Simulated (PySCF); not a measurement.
CdS, SMILES [S]=[Cd]. Geometry optimised at B3LYP-D3(BJ)/def2-TZVPD. The def2 effective core potentials stand for the cores of Cd; spin–orbit coupling is left out.

Computed equilibrium geometry at B3LYP-D3(BJ)/def2-TZVPD (PySCF confirms it by a frequency run) as bond lengths and angles, and its point group:
point group C∞v.
Atoms: Cd1 S2. Bonded distances (Å): Cd1–S2 2.271.
Charge 0, spin multiplicity 1.
